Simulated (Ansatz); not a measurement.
Ansatz (a program for electronic structure) input for C₂H₆ClFSi, SMILES [SiH3]C[C@@H](F)Cl, PBE/def2-SVPD. Geometry: PBE-D3(BJ)/def2-SVP. The structure was generated by enumeration; whether it is a known compound was not checked. The values are those of a single conformer.

Ansatz 0.2 input:
```yaml
crystal:
  periodic: [false, false, false]
  atoms:
    - {symbol: F, position_ang: [-1.11274349, -1.37953905, 0.36327382]}
    - {symbol: C, position_ang: [-0.97677196, -0.26778212, -0.42268111]}
    - {symbol: Cl, position_ang: [-1.11356331, 1.21200754, 0.62383553]}
    - {symbol: C, position_ang: [0.35336443, -0.29225472, -1.14697718]}
    - {symbol: Si, position_ang: [1.90930929, -0.23288416, -0.03218693]}
    - {symbol: H, position_ang: [-1.85039264, -0.21958366, -1.10623054]}
    - {symbol: H, position_ang: [0.39877730, 0.55730997, -1.85911350]}
    - {symbol: H, position_ang: [0.38771109, -1.22351643, -1.75316086]}
    - {symbol: H, position_ang: [1.76449315, -1.15470174, 1.14291339]}
    - {symbol: H, position_ang: [3.07060054, -0.69084812, -0.87298963]}
    - {symbol: H, position_ang: [2.18419338, 1.16366251, 0.44247955]}
basis:
  gaussian:
    orbitals: def2-SVPD
hamiltonian:
  xc: {name: PBE}
```

Output:

```
WARN ansatz: RAYON_NUM_THREADS=1 ignored (pool sized by the plan → 1); use --threads N
Functional definition: PBE
integrals: 0.10 GiB planned
1411 factors; their error is unknown
mean field: 0.66 GiB planned
mean field evaluation 1: about -25258.7520 eV, gradient 4.9e1 eV
mean field evaluation 2: about -25249.0585 eV, gradient 7.6e1 eV
mean field evaluation 4: about -25264.5639 eV, gradient 5.6e0 eV
mean field evaluation 8: about -25264.6379 eV, gradient 7.6e-2 eV
mean field evaluation 16: about -25264.5785 eV, gradient 1.2e-4 eV
mean field -25264.57852277 eV, -928.4561357655 hartree, gradient 2.0e-5 eV, S^2 0.000000; 0 other end points of the search recorded, 0 dependent functions left out
reference -25264.57857564 eV, -928.4561377083 hartree; 29, 29 occupied and 133, 133 virtual orbitals, 1411 factors
Total energy: -25264.57857564 eV, -928.4561377083 hartree
```

The run converged.
